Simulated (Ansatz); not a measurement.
A nudged elastic band was laid between two geometries of Ge2H6O3 + H2S (14 atoms, charge 0, multiplicity 1).

Computed with Ansatz 0.2.0, RKS PBE/def2-SVP.

```json
{"movable images": "2", "climbing image": "no", "spring": "5.0 eV/Å²", "optimiser": "quadratic models (default)", "start path": "through a guess of the saddle point", "force threshold": "0.05 eV/Å", "iteration limit": "60", "end points": "relaxed"}
```

Image 0:

```xyz
14
Properties=species:S:1:pos:R:3
Ge -0.370 -0.131 0.294
Ge -0.558 0.205 2.702
H -1.829 -0.573 3.143
H 0.675 -0.408 3.400
H -0.719 1.703 3.032
O 1.051 0.664 -0.505
H 1.538 -0.023 -1.005
O -1.871 0.521 -0.445
H -1.741 0.654 -1.404
O -0.068 -1.828 -0.246
H -0.832 -2.405 -0.059
S 2.706 2.184 1.956
H 2.155 1.632 0.821
H 3.374 1.034 2.245
```

Image 3:

```xyz
14
Properties=species:S:1:pos:R:3
Ge 0.433 0.353 -0.529
Ge -0.221 0.010 4.035
H -1.201 -1.141 3.700
H 1.220 -0.381 3.633
H -0.266 0.265 5.566
O 1.184 -0.604 -1.846
H 1.980 -1.069 -1.526
O -0.935 1.141 -1.360
H -0.869 0.961 -2.318
O -0.224 -0.642 0.804
H -1.168 -0.829 0.631
S 1.874 1.691 0.508
H 2.355 2.173 -0.673
H -0.651 1.303 3.304
```

(1) Which bonds break or form, and what moves?

(2) What energy profile does the band end with?

(3) What is the geometry of the highest image?

## Answers

(1) Bonds broken: Ge1–Ge2, S12–H14. Bonds formed: Ge1–S12, Ge2–H14. Ge2H6O3 + H2S becomes GeH4 + GeH4O3S.

(2) The run converged. The highest image is number 1 of 0 to 3, 0.236 eV above the first end and 0.290 eV above the last; the last end lies 0.054 eV below the first. No image climbed, so the highest image needn't sit at the top of the path. A band with more images between the same ends climbed to 1.85 eV, so this one has probably stepped over the top. So few images can step over the top or miss a turn of the path. The orbitals stay closed-shell, which can raise the energy where a bond breaks towards radicals; this wasn't checked here.

```json
{"image": "0", "path coordinate (Å)": "0.00", "energy (eV)": "0.000", "Ge1–Ge2 (Å)": "2.44", "S12–H14 (Å)": "1.36", "Ge1–S12 (Å)": "4.19"}
{"image": "1", "path coordinate (Å)": "3.30", "energy (eV)": "0.236", "Ge1–Ge2 (Å)": "2.45", "S12–H14 (Å)": "1.36", "Ge1–S12 (Å)": "3.35"}
{"image": "2", "path coordinate (Å)": "6.60", "energy (eV)": "0.184", "Ge1–Ge2 (Å)": "3.96", "S12–H14 (Å)": "2.58", "Ge1–S12 (Å)": "2.23"}
{"image": "3", "path coordinate (Å)": "9.90", "energy (eV)": "-0.054", "Ge1–Ge2 (Å)": "4.62", "S12–H14 (Å)": "3.79", "Ge1–S12 (Å)": "2.22"}
```

(3) 
```xyz
14
Properties=species:S:1:pos:R:3
Ge -0.034 -0.010 0.335
Ge -0.281 -0.142 2.771
H -1.604 -0.932 2.973
H 0.883 -1.031 3.290
H -0.343 1.143 3.634
O 1.593 0.056 -0.464
H 1.776 -0.845 -0.802
O -1.174 1.108 -0.484
H -1.225 0.844 -1.425
O -0.442 -1.714 -0.142
H -1.268 -1.979 0.304
S 1.595 2.791 1.165
H 2.245 1.828 0.441
H 1.789 2.115 2.333
```

Time of the run: 55 s on 4 threads of Intel(R) Xeon(R) Platinum 8488C (Sapphire Rapids) (shared host), peak memory 0.29 GiB.
